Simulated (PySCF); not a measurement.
F₆W, singlet, geometry from GFN2-xTB (such geometries of metal compounds can be far from the true shape) (core potentials on W), with bond 7-1 at 2.0 times its length; DF-M062X/def2-SV(P) run with PySCF.

Input for PySCF:
```python
from pyscf import gto, scf, dft

mol = gto.M(
    atom='''
W     0.00000000   -0.00000000   -0.00000000
F     1.10915424   -0.45499889   -1.39234928
F    -1.10915424    0.45499889    1.39234928
F    -1.16633876    0.78225540   -1.18474218
F    -0.88617967   -1.59904226   -0.18339327
F     0.88617967    1.59904226    0.18339327
F     2.33267752   -1.56451080    2.36948436
''',
    basis='def2-sv(p)',
    ecp={'W': 'def2-sv(p)'},
    verbose=4,
)

mf = dft.RKS(mol)
mf.xc = 'm062x'
mf.init_guess = 'mod_huckel'
mf = mf.density_fit(auxbasis='def2-universal-jkfit')
mf.kernel()
```

The log (banner, timings and long lists left out):

```
PySCF version 2.14.0

[INPUT] verbose = 4
[INPUT] num. atoms = 7
[INPUT] num. electrons = 68
[INPUT] charge = 0
[INPUT] spin (= nelec alpha-beta = 2S) = 0
[INPUT] symmetry False subgroup None
[INPUT] Mole.unit = angstrom
[INPUT] Symbol           X                Y                Z      unit          X                Y                Z       unit  Magmom
[...]
nuclear repulsion = 404.395374716095
number of shells = 47
number of NR pGTOs = 194
number of NR cGTOs = 109
basis = def2-sv(p)
ecp = {'W': 'def2-sv(p)'}

******** <class 'pyscf.df.df_jk.DFRKS'> ********
method = DFRKS
initial guess = mod_huckel
damping factor = 0
level_shift factor = 0
DIIS = <class 'pyscf.scf.diis.CDIIS'>
diis_start_cycle = 1
diis_space = 8
diis_damp = 0
SCF conv_tol = 1e-09
SCF conv_tol_grad = None
SCF max_cycles = 50
direct_scf = False
XC library pyscf.dft.libxc version 7.1.2
    S. Lehtola, C. Steigemann, M. J. T. Oliveira, and M. A. L. Marques,  SoftwareX 7, 1–5 (2018)
XC functionals = m062x
    Y. Zhao and D. G. Truhlar,  Theor. Chem. Acc. 120, 215 (2008)
    Y. Zhao and D. G. Truhlar,  Theor. Chem. Acc. 120, 215 (2008)
radial grids:
    Treutler-Ahlrichs [JCP 102, 346 (1995); DOI:10.1063/1.469408] (M4) radial grids

becke partition: Becke, JCP 88, 2547 (1988); DOI:10.1063/1.454033
pruning grids: <function nwchem_prune>
grids dens level: 3
symmetrized grids: False
atomic radii adjust function: <function treutler_atomic_radii_adjust>
small_rho_cutoff = 0
Set gradient conv threshold to 3.16228e-05
Initial guess from on-the-fly Huckel, doi:10.1021/acs.jctc.8b01089,
employing the updated GWH rule from doi:10.1021/ja00480a005.
Spherically averaged atomic HF for {'F', 'W'}

******** <class 'pyscf.scf.atom_hf.AtomSphAverageRHF'> ********
method = AtomSphAverageRHF
initial guess = minao
damping factor = 0
level_shift factor = 0
DIIS = <class 'pyscf.scf.diis.CDIIS'>
diis_start_cycle = 1
diis_space = 8
diis_damp = 0
SCF conv_tol = 1e-09
SCF conv_tol_grad = None
SCF max_cycles = 50
direct_scf = True
direct_scf_tol = 1e-13
atom = W
Set gradient conv threshold to 3.16228e-05
Initial guess from minao.
init E= -53.6772247232472
cycle= 1 E= -65.5310584032225  delta_E= -11.9  |g|=    0  |ddm|= 7.05
cycle= 2 E= -65.5426761411455  delta_E= -0.0116  |g|=    0  |ddm|= 0.899
cycle= 3 E= -65.5952345019214  delta_E= -0.0526  |g|=    0  |ddm|= 0.521
cycle= 4 E= -65.5974513535585  delta_E= -0.00222  |g|=    0  |ddm|= 0.0926
cycle= 5 E= -65.5974597044527  delta_E= -8.35e-06  |g|=    0  |ddm|= 0.00665
[...]
[...]
cycle= 11 E= -651.691838616071  delta_E= -0.0367  |g|=  3.2  |ddm|= 0.0439
[...]
cycle= 12 E= -651.680104864574  delta_E= 0.0117  |g|=  3.2  |ddm|= 0.191
[...]
cycle= 13 E= -651.67705439018  delta_E= 0.00305  |g|=  3.2  |ddm|= 0.14
[...]
cycle= 14 E= -651.801663446933  delta_E= -0.125  |g|= 3.21  |ddm|= 0.193
[...]
cycle= 15 E= -651.755816472216  delta_E= 0.0458  |g|= 3.21  |ddm|= 0.0955
[...]
cycle= 16 E= -665.215983659124  delta_E= -13.5  |g|= 0.295  |ddm|= 4.58
[...]
cycle= 17 E= -665.20514448078  delta_E= 0.0108  |g|= 0.394  |ddm|= 0.221
[...]
cycle= 18 E= -665.208209859307  delta_E= -0.00307  |g|= 0.381  |ddm|= 0.025
[...]
cycle= 19 E= -665.253864823899  delta_E= -0.0457  |g|= 0.0685  |ddm|= 0.583
[...]
cycle= 20 E= -665.244644462817  delta_E= 0.00922  |g|= 0.203  |ddm|= 0.308
[...]
cycle= 21 E= -665.253843855454  delta_E= -0.0092  |g|= 0.0748  |ddm|= 0.157
[...]
cycle= 22 E= -665.255281324094  delta_E= -0.00144  |g|= 0.0137  |ddm|= 0.0856
[...]
cycle= 23 E= -665.255342566164  delta_E= -6.12e-05  |g|= 0.0193  |ddm|= 0.0497
[...]
cycle= 24 E= -665.255499111376  delta_E= -0.000157  |g|= 0.00591  |ddm|= 0.042
[...]
cycle= 25 E= -665.255584706706  delta_E= -8.56e-05  |g|= 0.00262  |ddm|= 0.0404
[...]
cycle= 26 E= -665.255680418689  delta_E= -9.57e-05  |g|= 0.00335  |ddm|= 0.0676
[...]
cycle= 27 E= -665.255711001862  delta_E= -3.06e-05  |g|= 0.00391  |ddm|= 0.0451
[...]
cycle= 28 E= -665.255716345931  delta_E= -5.34e-06  |g|= 0.00123  |ddm|= 0.00809
[...]
cycle= 29 E= -665.255721497349  delta_E= -5.15e-06  |g|= 0.000748  |ddm|= 0.0169
[...]
cycle= 30 E= -665.25572242544  delta_E= -9.28e-07  |g|= 0.000311  |ddm|= 0.012
[...]
cycle= 31 E= -665.255722281705  delta_E= 1.44e-07  |g|= 0.000867  |ddm|= 0.00719
[...]
cycle= 32 E= -665.255722691648  delta_E= -4.1e-07  |g|= 0.000376  |ddm|= 0.00284
[...]
cycle= 33 E= -665.255722210941  delta_E= 4.81e-07  |g|= 0.000519  |ddm|= 0.00522
[...]
cycle= 34 E= -665.255722230944  delta_E= -2e-08  |g|= 0.000156  |ddm|= 0.00391
[...]
cycle= 35 E= -665.255722218324  delta_E= 1.26e-08  |g|= 7.13e-05  |ddm|= 0.0011
[...]
cycle= 36 E= -665.255722213109  delta_E= 5.21e-09  |g|= 6.3e-05  |ddm|= 0.000813
[...]
cycle= 37 E= -665.255722214502  delta_E= -1.39e-09  |g|= 1.25e-05  |ddm|= 0.000172
[...]
cycle= 38 E= -665.255722214789  delta_E= -2.87e-10  |g|= 1.17e-05  |ddm|= 0.000111
[...]
Extra cycle  E= -665.255722214591  delta_E= 1.98e-10  |g|= 3.95e-05  |ddm|= 8.05e-05
converged SCF energy = -665.255722214591
```
